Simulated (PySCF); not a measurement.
Species: sum formula H$_{4}$GeO$_{4}$ (charge -1, doublet). 
Geometry from a B3LYP-D3(BJ)/def2-TZVP (Ansatz) optimisation:
```
Ge
O 1 1.8537
H 2 0.9645 1 103.13
O 1 1.8537 2 110.39 3 86.07
H 4 0.9645 1 103.13 2 86.07
O 1 1.9453 2 91.03 3 178.03
H 6 0.9658 1 102.98 2 14.24
O 1 1.9453 2 91.48 3 -5.58
H 8 0.9658 1 102.98 2 124.68
```
Charge -1, spin multiplicity 2.

Dispersion corrections to the total energy (kcal/mol) from the dftd3 and dftd4 libraries through PySCF: D3(BJ) without and D4 with the three-body term, each with the damping fitted for the functional named.

```csv
functional,D3(BJ),D4
LC-wPBE,-3.35,-4.97
TPSSh,-4.06,-5.44
revPBE,-8.68,?
r2SCAN,-0.96,-1.07
BHLYP,?,-5.44
PBE,?,-4.46
PBE0,-3.04,-3.74
```

Task: Fill in the missing entries.

Result: 
- revPBE, D4: -13.68
- BHLYP, D3(BJ): -5.05
- PBE, D3(BJ): -3.48
